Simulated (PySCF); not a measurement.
Cl$_{2}$F$_{2}$Si (SMILES F[Si](F)(Cl)Cl), singlet, at a GFN2-xTB geometry; CASSCF(6,4)/6-31G (PySCF).

The PySCF input:
```python
from pyscf import gto, scf, mcscf
import numpy

mol = gto.M(
    atom='''
F    -0.11373978   -1.27746000    1.21638036
Si   -0.03460905   -0.24988417   -0.00145359
F    -0.23580428   -1.24631716   -1.23106127
Cl   -1.55796649    1.00101974    0.09044015
Cl    1.77152080    0.54088454   -0.08147083
''',
    basis='6-31g',
    verbose=4,
)

mf = scf.RHF(mol)
mf.kernel()
mc = mcscf.CASSCF(mf, 4, 6)
mc.fix_spin_(ss=0.0)
mc.kernel()
occ = numpy.linalg.eigvalsh(mc.fcisolver.make_rdm1(mc.ci, mc.ncas, mc.nelecas))[::-1]
ss = mc.fcisolver.spin_square(mc.ci, mc.ncas, mc.nelecas)[0]
print('natural occupations', occ.round(4), ' <S^2>', round(ss, 4))
```

### Question
Predict the main parts of the log of this PySCF run.

### Answer

```
PySCF version 2.14.0

[INPUT] verbose = 4
[INPUT] num. atoms = 5
[INPUT] num. electrons = 66
[INPUT] charge = 0
[INPUT] spin (= nelec alpha-beta = 2S) = 0
[INPUT] symmetry False subgroup None
[INPUT] Mole.unit = angstrom
[INPUT] Symbol           X                Y                Z      unit          X                Y                Z       unit  Magmom
[...]
nuclear repulsion = 384.955750542941
number of shells = 31
number of NR pGTOs = 182
number of NR cGTOs = 57
basis = 6-31g
ecp = {}

******** <class 'pyscf.scf.hf.RHF'> ********
method = RHF
initial guess = minao
damping factor = 0
level_shift factor = 0
DIIS = <class 'pyscf.scf.diis.CDIIS'>
diis_start_cycle = 1
diis_space = 8
diis_damp = 0
SCF conv_tol = 1e-09
SCF conv_tol_grad = None
SCF max_cycles = 50
direct_scf = True
direct_scf_tol = 1e-13
Set gradient conv threshold to 3.16228e-05
Initial guess from minao.
init E= -1407.57526909583
[...]
cycle= 1 E= -1406.67072735613  delta_E= 0.905  |g|= 0.637  |ddm|= 2.22
[...]
cycle= 2 E= -1406.75742876085  delta_E= -0.0867  |g|= 0.351  |ddm|= 1.12
[...]
cycle= 3 E= -1406.77695141209  delta_E= -0.0195  |g|= 0.0379  |ddm|= 0.255
[...]
cycle= 4 E= -1406.77740250459  delta_E= -0.000451  |g|= 0.00977  |ddm|= 0.0575
[...]
cycle= 5 E= -1406.77745171819  delta_E= -4.92e-05  |g|= 0.00242  |ddm|= 0.0228
[...]
cycle= 6 E= -1406.77745482654  delta_E= -3.11e-06  |g|= 0.000556  |ddm|= 0.00522
[...]
cycle= 7 E= -1406.77745501429  delta_E= -1.88e-07  |g|= 8.4e-05  |ddm|= 0.00141
[...]
cycle= 8 E= -1406.77745501939  delta_E= -5.1e-09  |g|= 1.89e-05  |ddm|= 0.000244
[...]
cycle= 9 E= -1406.77745501968  delta_E= -2.88e-10  |g|= 2.44e-06  |ddm|= 6.74e-05
[...]
Extra cycle  E= -1406.77745501968  delta_E= 9.09e-13  |g|= 9.68e-07  |ddm|= 5.65e-06
converged SCF energy = -1406.77745501968

******** <class 'pyscf.mcscf.mc1step.CASSCF'> ********
CAS (3e+3e, 4o), ncore = 30, nvir = 23
max_cycle_macro = 50
max_cycle_micro = 4
conv_tol = 1e-07
conv_tol_grad = None
orbital rotation max_stepsize = 0.02
orbital rotation threshold for CI restart = 0.01
augmented hessian ah_max_cycle = 30
augmented hessian ah_conv_tol = 1e-12
augmented hessian ah_linear dependence = 1e-14
augmented hessian ah_level shift = 1e-08
augmented hessian ah_start_tol = 2.5
augmented hessian ah_start_cycle = 3
augmented hessian ah_grad_trust_region = 3
kf_trust_region = 3
kf_interval = 4
ci_response_space = 4
ci_grad_trust_region = 3
with_dep4 0
natorb = False
canonicalization = True
sorting_mo_energy = False
ao2mo_level = 2
internal_rotation = False
******** <class 'pyscf.fci.addons.SpinPenaltyFCISolver'> ********
max. cycles = 50
conv_tol = 1e-08
davidson only = True
linear dependence = 1e-12
level shift = 0.001
max iter space = 12
nroots = 1
pspace_size = 400
spin = None
CASCI E = -1406.77796856173  S^2 = 0.0000000
Set conv_tol_grad to 0.000316228
macro iter   1 ( 21 JK    4 micro), CASSCF E = -1406.77926906414  dE = -1.30050241e-03  S^2 = 0.0000000
               |grad[o]|=0.00228  |grad[c]|=0.0224  |ddm|=0.00335  |maxRot[o]|=0.192
macro iter   2 ( 17 JK    4 micro), CASSCF E = -1406.78096033329  dE = -1.69126914e-03  S^2 = 0.0000000
               |grad[o]|=0.00594  |grad[c]|=0.0487  |ddm|=0.00287  |maxRot[o]|=0.199
macro iter   3 ( 12 JK    3 micro), CASSCF E = -1406.78143255895  dE = -4.72225662e-04  S^2 = 0.0000000
               |grad[o]|=0.00612  |grad[c]|=0.0111  |ddm|=0.000701  |maxRot[o]|=0.104
macro iter   4 ( 12 JK    3 micro), CASSCF E = -1406.78166954496  dE = -2.36986009e-04  S^2 = 0.0000000
               |grad[o]|=0.00486  |grad[c]|=0.00746  |ddm|=0.000457  |maxRot[o]|=0.0783
macro iter   5 (  7 JK    2 micro), CASSCF E = -1406.78185394038  dE = -1.84395420e-04  S^2 = 0.0000000
               |grad[o]|=0.00377  |grad[c]|=0.00348  |ddm|=0.000356  |maxRot[o]|=0.0645
macro iter   6 (  7 JK    2 micro), CASSCF E = -1406.78196779302  dE = -1.13852640e-04  S^2 = 0.0000000
               |grad[o]|=0.00299  |grad[c]|=0.00436  |ddm|=0.000526  |maxRot[o]|=0.0601
macro iter   7 ( 17 JK    4 micro), CASSCF E = -1406.78199271228  dE = -2.49192665e-05  S^2 = 0.0000000
               |grad[o]|=0.00209  |grad[c]|=0.0113  |ddm|=0.00149  |maxRot[o]|=0.0899
macro iter   8 ( 21 JK    4 micro), CASSCF E = -1406.78232352305  dE = -3.30810769e-04  S^2 = 0.0000000
               |grad[o]|=0.00209  |grad[c]|=0.00277  |ddm|=0.000805  |maxRot[o]|=0.0901
macro iter   9 ( 17 JK    4 micro), CASSCF E = -1406.78286607566  dE = -5.42552609e-04  S^2 = 0.0000000
               |grad[o]|=0.00279  |grad[c]|=0.0271  |ddm|=0.00279  |maxRot[o]|=0.132
macro iter  10 ( 12 JK    3 micro), CASSCF E = -1406.78440086854  dE = -1.53479288e-03  S^2 = 0.0000000
               |grad[o]|=0.00414  |grad[c]|=0.00608  |ddm|=0.00747  |maxRot[o]|= 0.14
macro iter  11 ( 17 JK    4 micro), CASSCF E = -1406.78572173087  dE = -1.32086233e-03  S^2 = 0.0000000
               |grad[o]|=0.00549  |grad[c]|=0.0233  |ddm|=0.00362  |maxRot[o]|=0.132
macro iter  12 ( 12 JK    3 micro), CASSCF E = -1406.78633245878  dE = -6.10727910e-04  S^2 = 0.0000000
               |grad[o]|=0.00609  |grad[c]|=0.00629  |ddm|=0.0033  |maxRot[o]|=0.0649
macro iter  13 (  7 JK    2 micro), CASSCF E = -1406.78683143859  dE = -4.98979811e-04  S^2 = 0.0000000
               |grad[o]|=0.00503  |grad[c]|=0.0121  |ddm|=0.00149  |maxRot[o]|=0.0623
macro iter  14 (  7 JK    2 micro), CASSCF E = -1406.78689233779  dE = -6.08992002e-05  S^2 = 0.0000000
               |grad[o]|=0.00366  |grad[c]|=0.0094  |ddm|=0.00226  |maxRot[o]|=0.0698
macro iter  15 (  7 JK    2 micro), CASSCF E = -1406.78697662374  dE = -8.42859461e-05  S^2 = 0.0000000
               |grad[o]|=0.00355  |grad[c]|=0.0111  |ddm|=0.00293  |maxRot[o]|=0.0697
macro iter  16 (  7 JK    2 micro), CASSCF E = -1406.78708174610  dE = -1.05122358e-04  S^2 = 0.0000000
               |grad[o]|=0.00345  |grad[c]|=0.0127  |ddm|=0.00306  |maxRot[o]|=0.0697
macro iter  17 (  7 JK    2 micro), CASSCF E = -1406.78720179598  dE = -1.20049880e-04  S^2 = 0.0000000
               |grad[o]|=0.00333  |grad[c]|=0.0138  |ddm|=0.00294  |maxRot[o]|=0.0697
macro iter  18 (  7 JK    2 micro), CASSCF E = -1406.78732848814  dE = -1.26692162e-04  S^2 = 0.0000000
               |grad[o]|=0.00317  |grad[c]|=0.0141  |ddm|=0.00258  |maxRot[o]|=0.0697
macro iter  19 (  7 JK    2 micro), CASSCF E = -1406.78745181808  dE = -1.23329938e-04  S^2 = 0.0000000
               |grad[o]|=0.00296  |grad[c]|=0.0135  |ddm|=0.0021  |maxRot[o]|=0.0697
macro iter  20 (  7 JK    2 micro), CASSCF E = -1406.78756095267  dE = -1.09134589e-04  S^2 = 0.0000000
               |grad[o]|=0.00267  |grad[c]|=0.0123  |ddm|=0.0016  |maxRot[o]|=0.0697
macro iter  21 (  7 JK    2 micro), CASSCF E = -1406.78764182123  dE = -8.08685656e-05  S^2 = 0.0000000
               |grad[o]|=0.00225  |grad[c]|=0.0101  |ddm|=0.0011  |maxRot[o]|=0.0698
macro iter  22 (  7 JK    2 micro), CASSCF E = -1406.78768489091  dE = -4.30696798e-05  S^2 = 0.0000000
               |grad[o]|=0.00165  |grad[c]|=0.00789  |ddm|=0.00072  |maxRot[o]|=0.0698
macro iter  23 (  5 JK    2 micro), CASSCF E = -1406.78769146970  dE = -6.57878900e-06  S^2 = 0.0000000
               |grad[o]|=0.000862  |grad[c]|=0.00122  |ddm|=0.000315  |maxRot[o]|= 0.03
macro iter  24 (  9 JK    3 micro), CASSCF E = -1406.78769060366  dE =  8.66041773e-07  S^2 = 0.0000000
               |grad[o]|=0.000441  |grad[c]|=0.0116  |ddm|=0.00254  |maxRot[o]|=0.0759
macro iter  25 ( 17 JK    4 micro), CASSCF E = -1406.78769128763  dE = -6.83965936e-07  S^2 = 0.0000000
               |grad[o]|=0.000304  |grad[c]|=0.000931  |ddm|=3.62e-05  |maxRot[o]|=0.0324
macro iter  26 (  7 JK    2 micro), CASSCF E = -1406.78769199855  dE = -7.10922222e-07  S^2 = 0.0000000
               |grad[o]|=0.000228  |grad[c]|=0.00346  |ddm|=0.000127  |maxRot[o]|=0.0383
macro iter  27 (  7 JK    2 micro), CASSCF E = -1406.78769280924  dE = -8.10693109e-07  S^2 = 0.0000000
               |grad[o]|=0.00022  |grad[c]|=0.00887  |ddm|=0.000301  |maxRot[o]|=0.0509
macro iter  28 (  7 JK    2 micro), CASSCF E = -1406.78769432173  dE = -1.51249128e-06  S^2 = 0.0000000
               |grad[o]|=0.00021  |grad[c]|=0.00648  |ddm|=0.000603  |maxRot[o]|=0.0601
macro iter  29 (  7 JK    2 micro), CASSCF E = -1406.78769634277  dE = -2.02103911e-06  S^2 = 0.0000000
               |grad[o]|=0.00023  |grad[c]|=0.0019  |ddm|=0.000449  |maxRot[o]|=0.0648
macro iter  30 (  7 JK    2 micro), CASSCF E = -1406.78769960885  dE = -3.26608233e-06  S^2 = 0.0000000
               |grad[o]|=0.000242  |grad[c]|=0.00499  |ddm|=0.000289  |maxRot[o]|=0.0673
macro iter  31 (  7 JK    2 micro), CASSCF E = -1406.78770532760  dE = -5.71874807e-06  S^2 = 0.0000000
               |grad[o]|=0.000283  |grad[c]|=0.00599  |ddm|=0.000202  |maxRot[o]|=0.0685
macro iter  32 (  7 JK    2 micro), CASSCF E = -1406.78771502771  dE = -9.70010956e-06  S^2 = 0.0000000
               |grad[o]|=0.000327  |grad[c]|=0.00625  |ddm|=0.000195  |maxRot[o]|=0.0692
macro iter  33 (  7 JK    2 micro), CASSCF E = -1406.78773037766  dE = -1.53499523e-05  S^2 = 0.0000000
               |grad[o]|=0.000407  |grad[c]|=0.00629  |ddm|=0.000243  |maxRot[o]|=0.0695
macro iter  34 (  7 JK    2 micro), CASSCF E = -1406.78775349010  dE = -2.31124334e-05  S^2 = 0.0000000
               |grad[o]|=0.000507  |grad[c]|=0.00625  |ddm|=0.000341  |maxRot[o]|=0.0696
macro iter  35 (  7 JK    2 micro), CASSCF E = -1406.78778510301  dE = -3.16129087e-05  S^2 = 0.0000000
               |grad[o]|=0.000642  |grad[c]|=0.00589  |ddm|=0.000476  |maxRot[o]|=0.0697
macro iter  36 (  7 JK    2 micro), CASSCF E = -1406.78782465504  dE = -3.95520347e-05  S^2 = 0.0000000
               |grad[o]|=0.000797  |grad[c]|=0.00598  |ddm|=0.000391  |maxRot[o]|=0.0698
macro iter  37 (  7 JK    2 micro), CASSCF E = -1406.78787006642  dE = -4.54113826e-05  S^2 = 0.0000000
               |grad[o]|=0.00098  |grad[c]|=0.00692  |ddm|=0.000183  |maxRot[o]|=0.0698
macro iter  38 (  7 JK    2 micro), CASSCF E = -1406.78791790206  dE = -4.78356376e-05  S^2 = 0.0000000
               |grad[o]|=0.00111  |grad[c]|=0.00798  |ddm|=0.000228  |maxRot[o]|=0.0698
macro iter  39 (  7 JK    2 micro), CASSCF E = -1406.78796052014  dE = -4.26180777e-05  S^2 = 0.0000000
               |grad[o]|=0.00112  |grad[c]|=0.00889  |ddm|=0.000424  |maxRot[o]|=0.0698
macro iter  40 (  6 JK    2 micro), CASSCF E = -1406.78798085576  dE = -2.03356192e-05  S^2 = 0.0000000
               |grad[o]|=0.00087  |grad[c]|=0.00484  |ddm|=0.000453  |maxRot[o]|=0.0499
macro iter  41 (  5 JK    2 micro), CASSCF E = -1406.78798557555  dE = -4.71979274e-06  S^2 = 0.0000000
               |grad[o]|=0.000469  |grad[c]|=0.00132  |ddm|=0.000368  |maxRot[o]|=0.0272
macro iter  42 ( 12 JK    3 micro), CASSCF E = -1406.78798297729  dE =  2.59826243e-06  S^2 = 0.0000000
               |grad[o]|=0.000168  |grad[c]|=0.000637  |ddm|=0.00192  |maxRot[o]|=0.0563
macro iter  43 (  7 JK    2 micro), CASSCF E = -1406.78798444569  dE = -1.46839875e-06  S^2 = 0.0000000
               |grad[o]|=0.0002  |grad[c]|=6.83e-05  |ddm|=0.000325  |maxRot[o]|=0.021
macro iter  44 (  6 JK    2 micro), CASSCF E = -1406.78798567868  dE = -1.23298923e-06  S^2 = 0.0000000
               |grad[o]|=0.000149  |grad[c]|=0.00013  |ddm|=0.000582  |maxRot[o]|=0.0274
macro iter  45 (  3 JK    1 micro), CASSCF E = -1406.78798595144  dE = -2.72762236e-07  S^2 = 0.0000000
               |grad[o]|=6.57e-05  |grad[c]|=0.000164  |ddm|=0.00016  |maxRot[o]|=0.0148
macro iter  46 (  3 JK    1 micro), CASSCF E = -1406.78798598143  dE = -2.99921794e-08  S^2 = 0.0000000
               |grad[o]|=3.01e-05  |grad[c]|=7.95e-05  |ddm|=3.18e-05  |maxRot[o]|=0.00572
1-step CASSCF converged in  46 macro (413 JK 110 micro) steps
CASSCF canonicalization
Density matrix diagonal elements [1.99925367 1.99953725 1.98514495 0.01606413]
CASSCF energy = -1406.78798598143
CASCI E = -1406.78798598143  E(CI) = -10.0117395050981  S^2 = 0.0000000
natural occupations [1.9997 1.9993 1.9852 0.0159]  <S^2> 0.0
```
